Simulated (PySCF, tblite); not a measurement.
A database entry of computed molecular properties. Lists by class give the value and the number of equivalent atoms.

```json
{
 "formula": "C4H9FOSi2",
 "smiles": "C[SiH2][C@H](F)C#C[SiH2]O",
 "inchi": "InChI=1S/C4H9FOSi2/c1-7-4(5)2-3-8-6/h4,6H,7-8H2,1H3/t4-/m0/s1",
 "charge": 0,
 "multiplicity": 1,
 "geometry_level": "GFN2-xTB",
 "electronic_structure_code": "PySCF",
 "results": {
  "GFN2-xTB geometry": {
   "point_group": "C1",
   "rotational_constants_GHz": [2.399, 0.549, 0.465]
  },
  "CAM-B3LYP/def2-SVPD ground state and vertical TDDFT (core frozen in the response)": {
   "dipole_D": 1.91,
   "homo_eV": -9.04,
   "lumo_eV": 0.08,
   "S1_eV": 5.18,
   "strongest_line_of_8_singlets_eV": 7.62,
   "T1_tda_eV": 4.75,
   "polarisability_au": 104.9,
   "r2_bohr2_about_centre_of_nuclear_charge": 2310.5,
   "singlets_eV_and_f": [
    [5.18, 0.007],
    [6.01, 0.003],
    [6.58, 0.034],
    [7.23, 0.031],
    [7.27, 0.024],
    [7.39, 0.038],
    [7.62, 0.478],
    [7.89, 0.464]
   ],
   "triplets_tda_eV": [4.75, 4.88, 5.34]
  },
  "PBE0/pcSseg-1 ground state and GIAO shieldings, non-relativistic": {
   "shift_vs_computed_TMS_C_by_class_ppm": [
    [110.4, 1],
    [102.5, 1],
    [80.5, 1],
    [-8.6, 1]
   ],
   "shift_vs_computed_TMS_H_by_class_ppm": [
    [5.51, 1],
    [5.29, 1],
    [4.95, 1],
    [4.4, 1],
    [4.23, 1],
    [1.21, 1],
    [0.2, 3]
   ],
   "shielding_other_nuclei_by_class_ppm": [
    ["O", 315.9, 1],
    ["F", 421.6, 1],
    ["Si", 387.1, 1],
    ["Si", 399.8, 1]
   ]
  },
  "GFN2-xTB harmonic vibrations, gas phase": {
   "strongest_ir_bands_cm-1_km_per_mol_modes": [
    [777.0, 248.1, 1],
    [802.0, 563.3, 1],
    [2217.6, 340.4, 1],
    [2240.3, 378.1, 1],
    [2267.8, 252.3, 1],
    [2305.0, 244.3, 1]
   ],
   "zpe_kcal_per_mol": 69.6
  }
 }
}
```

The vertical singlet–triplet gap S1 − T1 is 0.43 eV (TDDFT singlet less Tamm–Dancoff triplet; S1: HOMO→LUMO, weight 0.81; T1: HOMO→LUMO, weight 0.60). The rotational constants make it an asymmetric top with κ = (2B − A − C)/(A − C) = -0.91, nearer the prolate limit (−1). No computed singlet falls in the visible range (750 to 380 nm, 1.65 to 3.26 eV); S1 lies 1.92 eV above its blue end.

 NMR classes are plain means over equivalent atoms (diastereotopic ones count apart unless rotation or inversion swaps them), as if these changed places fast; in this geometry the members of some classes differ.

Shape of the structure used: `[CH3:1][SiH2:2][C@H:3]([F:4])[C:5]#[C:6][SiH2:7][OH:8]`: C1–Si2–C3–F4 179°, H–O8–Si7–C6 -50°.

One conformer stands for the species.
